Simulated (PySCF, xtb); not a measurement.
1-fluorobutane (C4H9F), SMILES C(F)CCC.

The structure is a stationary point at r2SCAN-D4/def2-SVP. Other conformers were not sampled.

These are C-PCM-B3LYP/def2-SVP run with PySCF 2.14.0 values and carry that method's errors.

The values are the electrostatic part of the solvation free energy, E(continuum) − E(gas) at the gas-phase geometry, in a cavity of scaled van der Waals radii (PySCF's table); cavitation and dispersion terms are not included. In vacuum the orbital gap is 10.25 eV. The dipole moment in vacuum is 1.65 D.

Estimate the values in water (ε = 78.36), tetrahydrofuran (ε = 7.43), 2-propanol (ε = 19.26). (An estimate is asked for; the answer gives what the named calculation found.)


| solvent | ε | ΔG(elec) (kcal/mol) | dipole (D) | gap (eV) |
|---|---|---|---|---|
| water | 78.36 | -2.2 | 2.06 | 10.38 |
| tetrahydrofuran | 7.43 | -1.9 | 2.00 | 10.36 |
| 2-propanol | 19.26 | -2.1 | 2.04 | 10.37 |

For comparison, GFN2-xTB/ALPB(water) (xtb, at the GFN2-xTB geometry, all terms of that model) gives -2.2 kcal/mol.
